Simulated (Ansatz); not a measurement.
Input for Ansatz (a first-principles code): R-CCSD(T)/cc-pVTZ on C2H7Ga (SMILES C[CH2][GaH2]), a point of a torsion scan. The run froze 16 orbitals, filled d shells among them.

Ansatz 0.2 input:
```yaml
crystal:
  periodic: [false, false, false]
  atoms:
    - {symbol: C, position_ang: [-1.00201846, 0.47904819, 0.32027976]}
    - {symbol: C, position_ang: [-0.39778218, -0.70562383, -0.45414219]}
    - {symbol: Ga, position_ang: [1.63832600, -0.69941399, -0.35476250]}
    - {symbol: H, position_ang: [-2.09120900, 0.46456374, 0.26451926]}
    - {symbol: H, position_ang: [-0.65143769, 1.42776240, -0.09039359]}
    - {symbol: H, position_ang: [-0.71354671, 0.43921657, 1.37242231]}
    - {symbol: H, position_ang: [-0.72632460, -0.65434629, -1.50128255]}
    - {symbol: H, position_ang: [-0.79580961, -1.64267779, -0.04124596]}
    - {symbol: H, position_ang: [2.57991236, 0.03861785, -1.39688021]}
    - {symbol: H, position_ang: [2.47331450, -1.37172106, 0.81494172]}
basis:
  gaussian:
    orbitals: cc-pVTZ
magnetization: {spin_polarized: false}
correlation: {method: ccsd_t, electrons: outside_noble_gas}
scf: {lower_state_search: off}
```

Program output:

```
WARN ansatz: RAYON_NUM_THREADS=1 ignored (pool sized by the plan → 1); use --threads N
Functional definition: HF
these checks for a lower state are left out or cut short: stability, starts, cluster_reference, orbital_swaps, neighbouring_geometries, increment
integrals: 0.83 GiB planned
1149 factors; integrals over basis functions are off by at most 1.1e-3 eV
mean field: 0.59 GiB planned
mean field evaluation 1: about -54504.5026 eV, gradient 3.0e1 eV
mean field evaluation 2: about -54504.5653 eV, gradient 3.0e1 eV
mean field evaluation 4: about -54507.0482 eV, gradient 3.1e0 eV
mean field evaluation 8: about -54507.0866 eV, gradient 1.7e-1 eV
mean field -54507.08669657 eV, -2003.0984898687 hartree, gradient 1.2e-6 eV, S^2 0.000000; 0 other end points of the search recorded, 0 dependent functions left out
16 core orbitals not correlated
reference -54507.08669657 eV, -2003.0984898687 hartree; 9, 9 occupied and 176, 176 virtual orbitals, 1149 factors
second order -12.03509428 eV of doubles, -0.00000000 eV of singles
coupled cluster: 0.97 GiB planned
cycle   1  -12.77197541 eV  change   -7.4e-1 eV  update   7.3e-2
cycle   2  -13.14192133 eV  change   -3.7e-1 eV  update   2.3e-2
cycle   3  -13.18197342 eV  change   -4.0e-2 eV  update   7.4e-3
cycle   4  -13.18086733 eV  change    1.1e-3 eV  update   2.0e-3
cycle   5  -13.18092552 eV  change   -5.8e-5 eV  update   6.3e-4
cycle   6  -13.18085263 eV  change    7.3e-5 eV  update   2.0e-4
cycle   7  -13.18081274 eV  change    4.0e-5 eV  update   6.9e-5
cycle   8  -13.18081509 eV  change   -2.4e-6 eV  update   2.9e-5
cycle   9  -13.18081324 eV  change    1.9e-6 eV  update   1.2e-5
perturbative correction -0.46187939 eV, -0.0169737543 hartree
Total energy: -54520.72938920 eV, -2003.5998495753 hartree
Checks for a lower state left out: stability, starts, cluster_reference, orbital_swaps, neighbouring_geometries, increment
```

The calculation finished and met its thresholds.

Cost: around 100 core-seconds (rough).
